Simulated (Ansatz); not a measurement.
C₃H₄AlI (`IC1=[CH][AlH][CH2]1`). Total charge 0; spin multiplicity 1. I: def2 effective core potential. The structure was optimised at the PBE0-D4/def2-TZVP level.

```xyz
9

I    -0.585   -1.058   -2.625
C    -0.224   -0.138   -0.740
C    -0.578    1.125   -0.453
Al    0.185    0.784    1.270
C     0.465   -0.932    0.339
H    -1.076    1.791   -1.144
H     0.442    1.497    2.660
H    -0.098   -1.819    0.637
H     1.470   -1.249    0.056
```

Question: What is the dipole moment at PBE/def2-TZVPP? (An estimate is asked.)

Answer: Ansatz gave: 1.99 D, with components (0.46, 0.61, 1.84) D in this frame, pointing from negative to positive charge.

Question: And with r2SCAN, B3LYP, ωB97M-V? (Best estimate.)

Answer: Computed: r2SCAN 2.21 D, B3LYP 2.12 D, ωB97M-V 2.13 D.

Question: Give the Mulliken charges with PBE, B3LYP, ωB97M-V in def2-TZVPP. (An estimate is asked.)

Answer: Computed: 
| atom | PBE | B3LYP | ωB97M-V |
| --- | --- | --- | --- |
| I1 | -0.08 | -0.07 | -0.03 |
| C2 | 0.08 | 0.04 | 0.01 |
| C3 | -0.26 | -0.30 | -0.30 |
| Al4 | 0.34 | 0.43 | 0.43 |
| C5 | -0.28 | -0.31 | -0.38 |
| H6 | 0.10 | 0.11 | 0.11 |
| H7 | -0.07 | -0.09 | -0.07 |
| H8 | 0.09 | 0.09 | 0.12 |
| H9 | 0.09 | 0.09 | 0.12 |

B3LYP here is the variant with VWN-RPA as its local correlation; programs differ in this.
